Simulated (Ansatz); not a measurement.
# One elementary step

Start structure (Si$_{3}$H$_{9}$O, doublet), relaxed at PBE0-D4/def2-TZVP:

```
13
angstrom
H 0.7762 -1.9326 0.6844
Si 1.3118 -0.6635 1.2472
O 0.0989 0.3885 1.5580
Si -0.9566 1.4297 0.8680
Si -0.3271 -0.7170 -2.0109
H 2.2819 -0.0786 0.2842
H 1.9965 -0.9518 2.5315
H -2.0680 0.6922 0.2083
H -1.5127 2.2853 1.9451
H -0.2731 2.2796 -0.1424
H -0.8986 0.3369 -2.8882
H -1.3322 -1.7606 -1.6873
H 0.9028 -1.3081 -2.5981
```

The step: Si₂H₆O ([SiH3][O][SiH3]) + SiH₃ → Si₂H₅O ([SiH2][O][SiH3]) + SiH₄; bonds formed: H1–Si5; bonds broken: H1–Si2. Computed with Ansatz 0.2.0 (basis: def2-TZVPP and def2-QZVPP); correlated methods freeze the cores; orbitals are unrestricted. Extrapolation: Hartree–Fock as exp(−7.88 √X), correlation as X^−2.97. Energies below are by CCSD(T) at an estimated basis limit (MP2 extrapolated from triple and quadruple zeta, plus CCSD(T) − MP2 in triple zeta).

What are the electronic barrier and the energy of the step, from the start structure to the end structure? (Judge from chemistry; the value comes from the calculation.)

Computed: Barrier 54.9 kJ/mol; step energy 5.9 kJ/mol (uphill); reverse barrier, their difference, 49.0 kJ/mol. Barrier and step energy count from the start structure, the reverse barrier from the end structure.

The saddle point: One imaginary mode of 1049i cm⁻¹.
```csv
pair,start (Å),saddle (Å),end (Å)
H1–Si5,3.16,1.77,1.49
H1–Si2,1.49,1.78,3.09
```

Zero-point energy (harmonic, PBE0-D4): ZPE is 203.3 kJ/mol at the start and 191.1 kJ/mol at the saddle, so the barrier goes from 54.9 to 42.7 kJ/mol.

The T1 diagnostic stays at or below 0.015. ⟨S²⟩ of the unrestricted Hartree–Fock references: 0.75 to 0.78 (a pure state has 0.75).

Radical steps of this kind take place in plasma deposition and etching.

Labels in which every atom is bracketed show which atoms are joined, not bond orders.

For scale, one of the runs: CCSD(T)/def2-TZVPP, 283 basis functions, launched by `ansatz run in.yaml --threads 4 --pin off --events-out ev --progress --plain --max-ram 46080MiB --backend cuda --devices 0, --max-vram 37GiB`. Time: 47 s of wall clock on 4 CPU threads of an AMD EPYC 7R13 and a share of one NVIDIA H100; the host was shared. Peak host memory: 1.2 GiB.
